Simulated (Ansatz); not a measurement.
`C[Si](O)(F)Cl` + `C#N` → `C[Si](O)(Cl)C#N` + H–F  (formal exchange of groups at the Si–F bond)

Isolated molecules relaxed with PBE0-D4/def2-TZVP in Ansatz; ΔE leaves out vibrations. CCSD(T)/CBS is the MP2 limit (def2-TZVPP, def2-QZVPP) plus CCSD(T) − MP2 in def2-TZVPP, frozen cores. This one scheme is used for every species. DFT in def2-TZVPP. One conformer a species, not always the lowest.

`C[Si](O)(F)Cl`:

```xyz
9

C     1.106   -0.059    0.629
Si   -0.393    0.222   -0.390
O    -1.297   -1.127   -0.400
F     0.017    0.611   -1.877
Cl   -1.501    1.804    0.293
H     0.829   -0.280    1.661
H     1.744    0.826    0.622
H     1.675   -0.903    0.233
H    -2.179   -1.094   -0.772
```

`C#N`:

```xyz
3

C     0.007   -0.022   -0.011
N    -0.298    0.974    0.467
H     0.291   -0.951   -0.456
```

`C[Si](O)(Cl)C#N`:

Cartesian coordinates in Å:
```
C -1.365 0.495 0.102
Si 0.437 0.160 0.013
O 0.940 0.323 -1.522
Cl 1.501 1.361 1.279
C 0.807 -1.565 0.585
N 1.021 -2.646 0.922
H -1.729 0.362 1.123
H -1.571 1.521 -0.212
H -1.905 -0.188 -0.556
H 1.863 0.176 -1.736
```

H–F:

Z-matrix (Å, degrees):
```
F
H 1 0.920
```

```
             level  ΔE (kJ/mol)  difference from CCSD(T)/CBS
         r2SCAN-D4        117.8                          4.8
           ωB97X-V        117.3                          4.3
              PBE0        111.3                         -1.7
     HF/def2-TZVPP        132.0                         19.0
SCS-MP2/def2-TZVPP        113.1                          0.1
   CCSD/def2-TZVPP        116.6                          3.6
CCSD(T)/def2-TZVPP        113.0                          0.0
    MP2/def2-QZVPP        109.4                         -3.6
      HF/CBS(def2)        133.9                         20.9
     MP2/CBS(def2)        108.8                         -4.2
       CCSD(T)/CBS        113.0                            0
```

Largest T1 diagnostic among the species: 0.014.

The D4 term adds −5.8 kJ/mol with B3LYP and −3.5 kJ/mol with PBE0; it sums over pairs of atoms, weighted by their polarisabilities, and B3LYP, whose exchange is more repulsive, gets the larger term. In def2-TZVPP, CCSD(T) changes the Hartree–Fock value by −19.0 kJ/mol (the triples alone add −3.6 kJ/mol) and MP2 by −23.2 kJ/mol.

B3LYP here is the variant with VWN-RPA as its local correlation; programs differ in this.
